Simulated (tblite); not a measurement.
Compound: C4H5FO3Si.
Structure used (GFN2-xTB), in Å, numbered top down from 1:
```xyz
14
C4H5FO3Si angstrom
O      0.4384   -1.7842    0.5767
C     -0.3835   -0.9637    0.2549
O     -1.7028   -1.1431    0.1909
C     -2.3252    0.0655   -0.2297
C     -1.2128    1.0457   -0.4261
C     -0.0629    0.4264   -0.1364
O      1.1934    0.8110   -0.1405
Si     2.4767   -0.1467    0.2648
F      3.5937    0.9836    0.0219
H     -3.0362    0.3765    0.5437
H     -2.8844   -0.1346   -1.1504
H     -1.3790    2.0549   -0.7452
H      2.7501   -1.1615   -0.7280
H      2.5338   -0.4305    1.6812
```

Computed values, GFN2-xTB/tblite, gas phase, harmonic and unscaled. Against measured fundamentals such values can be off by several per cent, at times by over 20. Modes of hydrogen on silicon can be 10 to 20 % off. One conformer, not necessarily the lowest.

Harmonic wavenumbers (cm⁻¹): 81.7, 113.4, 135.9, 210.4, 210.8, 279.8, 335.4, 410.7, 504.3, 560.6, 643.4, 671.8, 704.9, 708.1, 739.7, 779.0, 783.5, 786.4, 825.9, 889.8, 948.8, 972.2, 1067.6, 1115.8, 1132.5, 1214.8, 1275.8, 1296.9, 1435.3, 1685.8, 1790.5, 2404.1, 2415.3, 2913.3, 2941.3, 3173.7.

A = 3735, B = 877.9, C = 720.5 MHz; mass 147.999 u (most abundant isotopes); point group Cs, symmetry number 1.

Task: What is the zero-point energy?

Result: Half the sum of the wavenumbers: 19080 cm⁻¹ = 54.55 kcal/mol.

Task: Entropy at 298.15 K, 1 bar (ideal gas, RRHO, classical rotation)?

Result: Translation 40.91, rotation 29.30, vibration 21.96: S = 92.2 cal/(mol K).

Task: And Cp and H(298.15 K) − H(0)?

Result: Cp = 34.25 cal/(mol K), of which vibrations give 26.31 (their classical limit is 36 R = 71.5); H(298.15 K) − H(0) = 6.09 kcal/mol without the zero-point energy, 3.72 from vibrations.

Task: Blend soft modes into free rotors: weight 1/[1 + (100 cm⁻¹/ν̃)⁴] for the oscillator and the rest for a rotor with moment μB/(μ + B), μ = h/(8π²ν), B = 10⁻⁴⁴ kg m². What vibrational entropy results?

Result: 21.18 cal/(mol K) in place of 21.96, which changes −T·S at 298.15 K by +0.23 kcal/mol.

Task: What must be added to the electronic energy to get the Gibbs energy at 298.15 K and 1 bar?

Result: ZPE + [H(298.15 K) − H(0)] − T·S = 54.55 + 6.09 − 27.48 = 33.16 kcal/mol.

Task: How do the functions run with temperature in this model?

Result: 
```tsv
T (K)	S (cal/(mol K))	Cp (cal/(mol K))	H − H(0) (kcal/mol)	G − H(0) (kcal/mol)	ln q(vib)
150	73.9	20.4	2.04	-9.05	1.78
250	86.5	29.8	4.55	-17.09	3.77
400	103.4	42.4	10.01	-31.36	6.95
600	122.9	53.6	19.71	-54.05	11.21
900	146.7	63.1	37.37	-94.64	17.17
```

q(vib) and H(0) count from the zero-point level.

Hindered rotation and anharmonicity are outside this model. Other conformers, if any are populated, would add a mixing term that is left out.
